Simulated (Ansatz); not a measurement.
Consider the hydrogenolysis of a Ge–C bond: `C[O][Ge]([CH3])([F])[SH]` + H₂ → `C[O][GeH]([F])[SH]` + CH₄.

Program: Ansatz. Geometries: PBE0-D4/def2-TZVP. ΔE: electronic, gas phase. CCSD(T)/CBS adds triple-zeta CCSD(T) − MP2 to the extrapolated MP2 energy (def2 sets, frozen cores). This one scheme is used for every species. Functionals use def2-TZVPP. B3LYP here is the variant with VWN-RPA as its local correlation; programs differ in this. For Ge outer-core shells are correlated without core-valence functions, which leaves a few kJ/mol of doubt a bond. Scalar relativity is left out up to krypton. One conformer a species, not always the lowest.

CCSD(T)/CBS gives -3.5 kcal/mol.

(1) Another level gave -4.7 kcal/mol. Which?
A. MP2/def2-TZVPP
B. r2SCAN/def2-TZVPP
C. PBE0/def2-TZVPP
D. B3LYP/def2-TZVPP

Largest T1 diagnostic among the species: 0.012.

Answers

(1) B. r2SCAN -4.7, MP2/def2-TZVPP -2.6, PBE0 -6.0, B3LYP -7.3 kcal/mol.

The D4 term adds +2.3 kcal/mol with B3LYP and +1.3 kcal/mol with PBE0; it sums over pairs of atoms, weighted by their polarisabilities, and B3LYP, whose exchange is more repulsive, gets the larger term. In def2-TZVPP, CCSD(T) changes the Hartree–Fock value by +5.7 kcal/mol (the triples alone add +1.0 kcal/mol) and MP2 by +7.0 kcal/mol.
